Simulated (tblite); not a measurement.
Question: What does the GFN2-xTB structure of `N#CCC1=COC(=O)[CH]1` [radical] look like in three dimensions? (Doublet state.)

Answer: 
```xyz
13
C6H4NO2 angstrom
N     -3.1541    0.8817    0.8570
C     -2.3750    0.2024    0.3715
C     -1.3881   -0.6539   -0.2403
C      0.0019   -0.1225   -0.0679
C      0.3844    0.9605    0.7188
O      1.6902    1.1774    0.6685
C      2.2542    0.2086   -0.1873
O      3.4388    0.1787   -0.4073
C      1.1619   -0.6091   -0.6470
H     -1.4652   -1.6495    0.2108
H     -1.6213   -0.7518   -1.3056
H     -0.2128    1.6135    1.3286
H      1.2806   -1.4355   -1.3175
```

Orientation and origin are arbitrary. Atoms count from 1 in this order. Of the pairs four or more bonds apart, C2···H12 is among the closest relative to their van der Waals radii: 2.75 Å, 95 % of the sum of Bondi's values. C9 (carbon bonded to 2 C and H) is planar (angles 128.7°, 123.6° and 107.6°, sum 360.0°, 0.00 Å off the plane of its three neighbours). C5 (carbon bonded to C, O and H) is planar (angles 129.8°, 118.0° and 112.1°, sum 360.0°, 0.00 Å off the plane of its three neighbours). C7 (carbon bonded to C and 2 O) is planar (angles 132.3°, 121.4° and 106.3°, sum 360.0°, 0.00 Å off the plane of its three neighbours).

Bonds between heavy atoms (Å): N1≡C2 1.142, C2–C3 1.443, C3–C4 1.498, C4=C5 1.392, C5–O6 1.325, O6–C7 1.410, C7=O8 1.205, C7–C9 1.440, C4–C9 1.385.

The geometry is computed with GFN2-xTB (gas phase). This method treats the open shell by occupation alone, without spin polarisation.

Point group: near Cs, missed by 0.29 Å at most; the miss may be what the optimiser left on a soft mode. Its lowest GFN2-xTB frequency is 20i cm⁻¹, too small to tell a flat minimum from a shallow saddle. Torsions: C2–C3–C4–C5 8°. 3 starts were optimised and ended at 0.00, 0.14 and 0.28 kcal/mol (GFN2-xTB); the lowest of these is shown.

One conformer stands for the species.
